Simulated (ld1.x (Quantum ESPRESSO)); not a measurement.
**What the settings do to the TM potential of silver**

Base potential:

ld1.x (Quantum ESPRESSO) 7.5 input, shortened:

```
&input
   title='Ag', zed=47., rel=1, dft='PBE', iswitch=3,
   config='[Kr] 4d10 5s1 5p0'
 /
 &inputp
   pseudotype=2, tm=.true., lloc=2,
   nlcc=.false.
 /
3
5S  1  0   1.00   0.00  1.75  1.75  0.0
5P  2  1   0.00   0.00  3.85  3.85  0.0
4D  3  2  10.00   0.00  1.30  1.30  0.0
 &test
   configts(1)='4d10 5s1 5p0'
 /
```

Cutoffs, loose and tight: the cutoffs (Ry, on a coarse ladder) from which the occupation-weighted sum of valence levels, in a spherical-Bessel basis at the reference potential, stays within 10 and 1 mRy of its value at 400 Ry. They do not see the model core or the augmentation charge, which bear on the density cutoff. Test errors are all-electron minus pseudo excitation energies from the reference, over the configurations 4d10 5s0 5p0; 4d9 5s0 5p0; 4d8 5s0 5p0; 4d9 5s1 5p1; 4d10 5s0 5p1; 4d9 5s1 5p0; 4d10 5s0.5 5p0. A dash means not determined; rows that change the core or the reference have their own tests. The largest error is taken over the tests solved by every variant that gives reliable tests at all: 4d10 5s0 5p0; 4d10 5s0 5p1; 4d10 5s0.5 5p0; 4d8 5s0 5p0; 4d9 5s0 5p0; 4d9 5s1 5p0.

A true bound ghost makes a file unfit for plane-wave use even where its test errors are small: the radial tests pick states by their node count and pass the ghost by. Where a test does run into it, the solver fails or the error is huge.

| change | outcome | cutoff, loose | cutoff, tight | bound ghosts | largest test error (meV) |
| --- | --- | --- | --- | --- | --- |
| base | generated | 80 Ry | 110 Ry | s, p | -67 |
| wave 4d (bound): rc 1.30 bohr becomes 4d (bound): rc 1.00 bohr | generated | 120 Ry | 180 Ry | s, p | -59 |
| wave 4d (bound): rc 1.30 bohr becomes 4d (bound): rc 1.12 bohr | generated | 80 Ry | 100 Ry | s, p | -65 |
| wave 4d (bound): rc 1.30 bohr becomes 4d (bound): rc 1.28 bohr | generated | 80 Ry | 110 Ry | s, p | -67 |
| wave 4d (bound): rc 1.30 bohr becomes 4d (bound): rc 1.42 bohr | generated | 70 Ry | 110 Ry | s, p | -69 |
| wave 4d (bound): rc 1.30 bohr becomes 4d (bound): rc 1.56 bohr | generated | 70 Ry | 110 Ry | s, p | -76 |
| wave 4d (bound): rc 1.30 bohr becomes 4d (bound): rc 1.70 bohr | generated | 70 Ry | 100 Ry | s, p | -85 |
| wave 4d (bound): rc 1.30 bohr becomes 4d (bound): rc 1.98 bohr | generated | 55 Ry | 90 Ry | s, p | -129 |

Q: What comes out with this change to the base: wave 4d (bound): rc 1.30 bohr becomes 4d (bound): rc 0.88 bohr?

A: outcome: generated; cutoff, loose: 200 Ry; cutoff, tight: over 300 Ry; bound ghosts: s, p; largest test error (meV): -49.

Q: What comes out with this change to the base: wave 4d (bound): rc 1.30 bohr becomes 4d (bound): rc 1.80 bohr?

A: outcome: generated; cutoff, loose: 60 Ry; cutoff, tight: 90 Ry; bound ghosts: s, p; largest test error (meV): -103.

Reading the sweep of the d radius (base included, trends over the rows without a ghost): Bound ghosts are found at 0.88, 1, 1.12, 1.28, 1.3, 1.42, 1.56, 1.7, 1.8, 1.98 bohr. Every judged row has one, so this setting neither creates nor removes them.
